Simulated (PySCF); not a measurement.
Optical rotation: `CC1=CC[C@H](C)[Si@@H]1O`, C6H12OSi

Geometry:
| atom | x (Å) | y (Å) | z (Å) |
| --- | --- | --- | --- |
| C1 | 2.588 | 0.820 | -0.470 |
| C2 | 1.296 | 0.102 | -0.250 |
| C3 | 0.727 | -0.703 | -1.145 |
| C4 | -0.546 | -1.405 | -0.784 |
| C5 | -1.179 | -0.751 | 0.457 |
| C6 | -2.299 | 0.204 | 0.043 |
| Si7 | 0.259 | 0.174 | 1.321 |
| O8 | -0.095 | 1.656 | 1.905 |
| H9 | 2.465 | 1.887 | -0.284 |
| H10 | 3.338 | 0.452 | 0.228 |
| H11 | 2.955 | 0.678 | -1.485 |
| H12 | 1.152 | -0.901 | -2.121 |
| H13 | -0.311 | -2.454 | -0.576 |
| H14 | -1.239 | -1.398 | -1.630 |
| H15 | -1.621 | -1.525 | 1.087 |
| H16 | -1.920 | 0.962 | -0.641 |
| H17 | -3.102 | -0.333 | -0.461 |
| H18 | -2.719 | 0.702 | 0.914 |
| H19 | 0.800 | -0.453 | 2.520 |
| H20 | -0.555 | 2.298 | 1.370 |

Level of theory: PySCF, TDDFT B3LYP/def2-SVPD circular dichroism and optical rotation, one conformer, gas phase. Geometry: GFN2-xTB.

The molecule is flexible and this is one conformer; a measurement averages over conformers. States above about 6.9 eV (minus the energy of the highest occupied orbital) lie near or above the ionisation threshold and depend on the basis.

Stereocentres: C5 S, Si7 S.

Task: Give the optical rotatory dispersion at 633, 589.3, 546, 436, 405, 365, 355 nm.

Result: [α] in deg dm⁻¹ (g/mL)⁻¹:
```tsv
λ (nm)	origin-invariant length gauge	modified velocity gauge	length gauge (centre of mass)	isotropic polarisability (au)
633	+21.7	+41.1	+22.0	99.9
589.3	+24.7	+47.5	+25.1	100.3
546	+28.3	+55.3	+28.7	100.8
436	+39.9	+85.6	+40.6	103.0
405	+43.0	+98.0	+43.9	104.0
365	+44.3	+116.5	+45.4	105.7
355	+43.3	+121.3	+44.5	106.3
```

Task: And for the mirror image at 589.3 nm?

Result: -24.7 deg dm⁻¹ (g/mL)⁻¹ (origin-invariant length gauge): the same size and the opposite sign.

Task: What is the molar rotation [Φ] = [α]·M/100 of the geometry above at 589.3 nm?

Result: With M = 128.25 g/mol, +31.7 deg cm² dmol⁻¹ (origin-invariant length gauge).

The first excitation lies at 5.77 eV (215 nm) with R = -6.7 × 10⁻⁴⁰ esu² cm² (velocity form).
